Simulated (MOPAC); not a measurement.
MOPAC input (AM1):

```
AM1 1SCF UHF MS=0.5 GEO-OK AUX(PRECISION=9) THREADS=1
CH6BO2Si

C    -2.25265600 1   -0.08129700 1    0.34770100 1
Si   -0.65981400 1   -0.97479900 1    0.06428500 1
B     0.87152600 1    0.36639900 1   -0.12129300 1
O     2.13189400 1   -0.09711600 1   -0.33593600 1
O     0.68261500 1    1.72006700 1   -0.03840300 1
H    -2.89805700 1    0.24225300 1   -0.46196700 1
H    -2.61773700 1    0.17118300 1    1.33752900 1
H    -0.76424700 1   -1.79046200 1   -1.17311300 1
H    -0.39327900 1   -1.88451400 1    1.20828800 1
H     2.78703200 1    0.61039700 1   -0.41004800 1
H    -0.23408200 1    1.97050900 1    0.11428900 1
```

Output:

```
 *******************************************************************************
 **                                                                           **
 **                              MOPAC v23.2.5                                **
 **                                                                           **
 *******************************************************************************
 ** MOPAC's Digital Object Identifier: https://doi.org/10.5281/zenodo.6511958 **
 **                                                                           **
 ** Please cite the open-source release paper for use of this MOPAC version:  **
 ** J. E. Moussa and J. J. P. Stewart (2026)                                  **
 ** MOPAC: An open-source semiempirical molecular orbital program             **
 ** J. Open Source Softw., 11(119), 8025, https://doi.org/10.21105/joss.08025 **
 *******************************************************************************

                              AM1 CALCULATION RESULTS

 *******************************************************************************
 *  AM1        - The AM1 Hamiltonian to be used
 *  GEO-OK     - OVERRIDE INTERATOMIC DISTANCE AND OTHER SAFETY CHECKS
 *  UHF        - UNRESTRICTED HARTREE-FOCK CALCULATION
 *  MS=        - IN MECI, MAGNETIC COMPONENT OF SPIN =  0.5
 *  1SCF       - DO 1 SCF AND THEN STOP
 *  AUX        - OUTPUT AUXILIARY INFORMATION
 *******************************************************************************
AM1 1SCF UHF MS=0.5 GEO-OK AUX(PRECISION=9) THREADS=1
 CH6BO2Si

   ATOM   CHEMICAL          X               Y               Z
  NUMBER   SYMBOL      (ANGSTROMS)     (ANGSTROMS)     (ANGSTROMS)

     1       C         -2.25265600  *  -0.08129700  *   0.34770100  *
     2      Si         -0.65981400  *  -0.97479900  *   0.06428500  *
     3       B          0.87152600  *   0.36639900  *  -0.12129300  *
     4       O          2.13189400  *  -0.09711600  *  -0.33593600  *
     5       O          0.68261500  *   1.72006700  *  -0.03840300  *
     6       H         -2.89805700  *   0.24225300  *  -0.46196700  *
     7       H         -2.61773700  *   0.17118300  *   1.33752900  *
     8       H         -0.76424700  *  -1.79046200  *  -1.17311300  *
     9       H         -0.39327900  *  -1.88451400  *   1.20828800  *
    10       H          2.78703200  *   0.61039700  *  -0.41004800  *
    11       H         -0.23408200  *   1.97050900  *   0.11428900  *

          CARTESIAN COORDINATES

    NO.       ATOM           X           Y           Z

     1         C         -2.2527     -0.0813      0.3477
     2        Si         -0.6598     -0.9748      0.0643
     3         B          0.8715      0.3664     -0.1213
     4         O          2.1319     -0.0971     -0.3359
     5         O          0.6826      1.7201     -0.0384
     6         H         -2.8981      0.2423     -0.4620
     7         H         -2.6177      0.1712      1.3375
     8         H         -0.7642     -1.7905     -1.1731
     9         H         -0.3933     -1.8845      1.2083
    10         H          2.7870      0.6104     -0.4100
    11         H         -0.2341      1.9705      0.1143

  H: (AM1): M.J.S. DEWAR ET AL, J. AM. CHEM. SOC. 107 3902-3909 (1985)
  B: (AM1): M.J.S. DEWAR ET AL, ORGANOMETALLICS, 7, 513-521 (1988)
  C: (AM1): M.J.S. DEWAR ET AL, J. AM. CHEM. SOC. 107 3902-3909 (1985)
  O: (AM1): M.J.S. DEWAR ET AL, J. AM. CHEM. SOC. 107 3902-3909 (1985)
 Si: (AM1): M.J.S.DEWAR, C. JIE, ORGANOMETALLICS, 6, 1486-1490 (1987).

           Empirical Formula: C H6 O2 Si B  =    11 atoms

      MOLECULAR POINT GROUP   :   Cs

          UHF CALCULATION, NO. OF ALPHA ELECTRONS =   15
                           NO. OF BETA  ELECTRONS =   14

 -------------------------------------------------------------------------------
 AM1 1SCF UHF MS=0.5 GEO-OK AUX(PRECISION=9) THREADS=1
 CH6BO2Si

     1SCF WAS SPECIFIED, SO BFGS WAS NOT USED
     SCF FIELD WAS ACHIEVED

                              AM1 CALCULATION
                                                       MOPAC v23.2.5 Linux

          FINAL HEAT OF FORMATION =       -126.24055 KCAL/MOL =    -528.19045 KJ/MOL

          COSMO AREA              =        131.42 SQUARE ANGSTROMS
          COSMO VOLUME            =        121.62 CUBIC ANGSTROMS

          IONIZATION POTENTIAL    =          9.923690 EV
          ALPHA SOMO LUMO (EV)    =         -9.924  0.467
          BETA  SOMO LUMO (EV)    =        -10.806 -0.157
          NO. OF ALPHA ELECTRONS  =         15
          NO. OF BETA  ELECTRONS  =         14
          MOLECULAR WEIGHT        =         88.9527         POINT GROUP:  Cs

          MOLECULAR DIMENSIONS (Angstroms)

            Atom       Atom       Distance
            H    10    H     6     5.69723
            H    11    H     9     3.99061
            H     8    H     7     3.00019

          SCF CALCULATIONS        =          1

   ATOM   CHEMICAL          X               Y               Z
  NUMBER   SYMBOL      (ANGSTROMS)     (ANGSTROMS)     (ANGSTROMS)

     1       C         -2.25265600  *  -0.08129700  *   0.34770100  *
     2      Si         -0.65981400  *  -0.97479900  *   0.06428500  *
     3       B          0.87152600  *   0.36639900  *  -0.12129300  *
     4       O          2.13189400  *  -0.09711600  *  -0.33593600  *
     5       O          0.68261500  *   1.72006700  *  -0.03840300  *
     6       H         -2.89805700  *   0.24225300  *  -0.46196700  *
     7       H         -2.61773700  *   0.17118300  *   1.33752900  *
     8       H         -0.76424700  *  -1.79046200  *  -1.17311300  *
     9       H         -0.39327900  *  -1.88451400  *   1.20828800  *
    10       H          2.78703200  *   0.61039700  *  -0.41004800  *
    11       H         -0.23408200  *   1.97050900  *   0.11428900  *

                             CARTESIAN COORDINATES

   1    C       -2.252656000    -0.081297000     0.347701000
   2   Si       -0.659814000    -0.974799000     0.064285000
   3    B        0.871526000     0.366399000    -0.121293000
   4    O        2.131894000    -0.097116000    -0.335936000
   5    O        0.682615000     1.720067000    -0.038403000
   6    H       -2.898057000     0.242253000    -0.461967000
   7    H       -2.617737000     0.171183000     1.337529000
   8    H       -0.764247000    -1.790462000    -1.173113000
   9    H       -0.393279000    -1.884514000     1.208288000
  10    H        2.787032000     0.610397000    -0.410048000
  11    H       -0.234082000     1.970509000     0.114289000

           Empirical Formula: C H6 O2 Si B  =    11 atoms

      MOLECULAR POINT GROUP   :   Cs

          ALPHA EIGENVALUES
 -38.06887 -36.52024 -27.97152 -21.74453 -19.23298 -16.68521 -15.17026 -14.89342
 -14.39958 -14.29745 -12.62622 -12.37773 -11.87035 -11.35842  -9.92369   0.46745
   1.28969   1.35825   1.92892   2.77010   3.76150   4.40993   4.46364   4.53866
   6.77716   7.49994

           BETA EIGENVALUES
 -38.04723 -36.50058 -26.12804 -21.69748 -19.21507 -16.62489 -15.06779 -14.79643
 -14.28317 -14.17833 -12.38080 -12.17078 -11.78818 -10.80603  -0.15722   1.18526
   1.36408   1.75226   2.15204   2.81517   3.78914   4.57140   4.77435   5.15378
   6.79016   7.56454

              NET ATOMIC CHARGES AND DIPOLE CONTRIBUTIONS

  ATOM NO.   TYPE          CHARGE      No. of ELECS.   s-Pop       p-Pop
    1          C          -0.512330        4.5123     1.34948     3.16285
    2         Si           0.808923        3.1911     0.85024     2.34084
    3          B          -0.009890        3.0099     1.25320     1.75668
    4          O          -0.293995        6.2940     1.84468     4.44931
    5          O          -0.353770        6.3538     1.83576     4.51801
    6          H           0.108073        0.8919     0.89193
    7          H           0.108073        0.8919     0.89193
    8          H          -0.155060        1.1551     1.15506
    9          H          -0.155060        1.1551     1.15506
   10          H           0.216610        0.7834     0.78339
   11          H           0.238427        0.7616     0.76157
 DIPOLE           X         Y         Z       TOTAL
 POINT-CHG.    -0.602    -0.547     0.072     0.816
 HYBRID        -0.640     1.217     0.148     1.383
 SUM           -1.242     0.670     0.220     1.428

          ATOMIC ORBITAL ELECTRON POPULATIONS

     Atom    s        px        py        pz
    1  C   1.34948   1.09239   1.02585   1.04461
    2 Si   0.85024   0.71594   0.79250   0.83239
    3  B   1.25320   0.71342   0.67623   0.36704
    4  O   1.84468   1.24433   1.40426   1.80073
    5  O   1.83576   1.32840   1.37349   1.81612
    6  H   0.89193
    7  H   0.89193
    8  H   1.15506
    9  H   1.15506
   10  H   0.78339
   11  H   0.76157

                    (SZ)    =    0.500000
                    (S**2)  =    0.768653

          ATOMIC ORBITAL SPIN POPULATIONS

    Atom   Total    s     px     py     pz
         Atomic
    1  C  1.1686  0.064  0.281  0.762  0.061
    2 Si -0.1663 -0.033 -0.069 -0.047 -0.018
    3  B  0.0562  0.028  0.014  0.012  0.002
    4  O  0.0039  0.001  0.004  0.001 -0.001
    5  O  0.0075 -0.000  0.000  0.008 -0.001
    6  H -0.0578 -0.058
    7  H -0.0578 -0.058
    8  H  0.0217  0.022
    9  H  0.0217  0.022
   10  H  0.0025  0.003
   11  H -0.0002 -0.000

 **********************
 *                    *
 * JOB ENDED NORMALLY *
 *                    *
 **********************

 == MOPAC DONE ==
```

The geometry given is a B3LYP-D3(BJ)/def2-TZVP minimum.
